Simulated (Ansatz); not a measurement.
`C=[N][Al]1[CH2]C[O]1` from Hartree–Fock to CCSD(T)

Cartesian coordinates in Å:
```
C 0.970 -1.925 -2.362
N 0.608 -1.234 -1.394
Al 0.104 -0.237 -0.061
C -0.662 1.462 0.483
C -0.459 0.814 1.873
O 0.119 -0.491 1.638
H 0.293 -2.626 -2.875
H 1.992 -1.885 -2.771
H -1.704 1.664 0.235
H -0.078 2.368 0.326
H -1.406 0.693 2.409
H 0.223 1.398 2.499
```

The species carries charge 0 and has multiplicity 1. Geometry: relaxed with PBE0-D4/def2-TZVP. It is one conformer, not always the lowest. Frozen core, restricted reference, Ansatz 0.2.0. CBS rows extrapolate triple and quadruple zeta; past MP2 they add the triple-zeta difference.

| basis | HF (Eh) | MP2 corr. | CCSD corr. | (T) | CCSD(T) total |
| --- | --- | --- | --- | --- | --- |
| def2-SVP | -488.08006 | -0.80524 | -0.85190 | -0.02772 | -488.95968 |
| def2-TZVPP | -488.45687 | -0.99979 | -1.03286 | -0.04509 | -489.53482 |
| def2-QZVPP | -488.47548 | -1.06973 | – | – | – |
| CBS(def2) | -488.47804 | -1.12153 | -1.15460 | as TZ | -489.67773 |
